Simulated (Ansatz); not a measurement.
## Worked example: GeH(OH)3 + C3H6F2O → Ge(OH)4 + C3H6F2

Species: GeH(OH)3, singlet; C3H6F2O `CC(O)(F)CF`, singlet; Ge(OH)4, singlet; C3H6F2 `CC(F)CF`, singlet. The partners trade H for OH: Ge–H and C–OH bonds give way to Ge–OH and C–H.

Shapes, held fixed at every level: PBE0-D4/def2-TZVP. Flexible molecules stand in one conformer, not always the lowest. Programs: Ansatz 0.2.0. The zero-point and thermal change to 298 K, harmonic and unscaled (PBE0-D4/def2-TZVP), is +5.9 kJ/mol.

At CCSD(T)/def2-TZVPP; 1 Eh = 2625.50 kJ/mol:

| species | energy (Eh) |
| --- | --- |
| GeH(OH)3 | -2303.502134 |
| C3H6F2O | -392.333960 |
| Ge(OH)4 | -2378.679365 |
| C3H6F2 | -317.187558 |

Problem. Work out ΔH(298 K) of the reaction at this level.

Solution. 
1. Products less reactants: (-2378.679365) + (-317.187558) − [(-2303.502134) + (-392.333960)] = -0.030829 Eh = -80.9 kJ/mol.
2. With the thermal change: -80.9 + (+5.9) = -75.0 kJ/mol.

Other levels give -80.1 (HF/def2-TZVPP) to -48.3 kJ/mol (SPW92/def2-TZVPP). No measured value is set beside it here. Relativity is left out for Ge. Outer-core shells of Ge are correlated, in sets that cover them unevenly.
